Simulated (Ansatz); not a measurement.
# A ladder of methods for Si2H4F2 (SMILES F[SiH2][SiH2]F)

Si2H4F2 has 8 atoms, charge 0, and is taken as a singlet. As SMILES, `F[SiH2][SiH2]F`. Geometry: optimised at PBE0/def2-SVP. This is one conformer, not always the lowest.

Quantity: the adiabatic electron affinity (to the doublet anion, shapes relaxed at PBE0/def2-SVP, no zero-point term), in eV. The values are calculated.

The electron affinity is E(neutral) − E(anion): positive where the electron is bound.

```json
{"level": "HF/def2-SVP", "kind": "Hartree–Fock", "program": "Ansatz", "value (eV)": "-0.99", "less CCSD(T)/def2-SVP": "-0.39", "CPU time (all runs)": "3.7 s"}
{"level": "PBE/def2-SVP", "kind": "GGA", "program": "Ansatz", "value (eV)": "-0.11", "less CCSD(T)/def2-SVP": "+0.49", "CPU time (all runs)": "7.7 s"}
{"level": "B3LYP/def2-SVP", "kind": "global hybrid", "program": "Ansatz", "value (eV)": "-0.23", "less CCSD(T)/def2-SVP": "+0.37", "CPU time (all runs)": "11 s"}
{"level": "wB97M-V/def2-SVP", "kind": "range-separated hybrid", "program": "Ansatz", "value (eV)": "-0.36", "less CCSD(T)/def2-SVP": "+0.24", "CPU time (all runs)": "59 s"}
{"level": "B2PLYP/def2-SVP", "kind": "double hybrid", "program": "Ansatz", "value (eV)": "-0.45", "less CCSD(T)/def2-SVP": "+0.15", "CPU time (all runs)": "14 s"}
{"level": "RPA@PBE/def2-SVP", "kind": "RPA", "program": "Ansatz", "value (eV)": "-0.42", "less CCSD(T)/def2-SVP": "+0.18", "CPU time (all runs)": "12 s"}
{"level": "MP2/def2-SVP", "kind": "perturbation theory", "program": "Ansatz", "value (eV)": "-0.69", "less CCSD(T)/def2-SVP": "-0.09", "CPU time (all runs)": "4.1 s"}
{"level": "CCSD(T)/def2-SVP", "kind": "coupled cluster or CI", "program": "Ansatz", "value (eV)": "-0.60", "less CCSD(T)/def2-SVP": "0.00", "CPU time (all runs)": "50 s"}
```

Differences are taken from CCSD(T)/def2-SVP for orientation; it has basis-set and higher-order errors of its own. The values span -0.99 to -0.11 eV. Negative values mean that the anion is unbound at that level; they are set by how diffuse the basis is and aren't properties of the molecule. CPU times are rough (shared hosts, several kinds of processor): they show what a rung costs within a factor of a few.
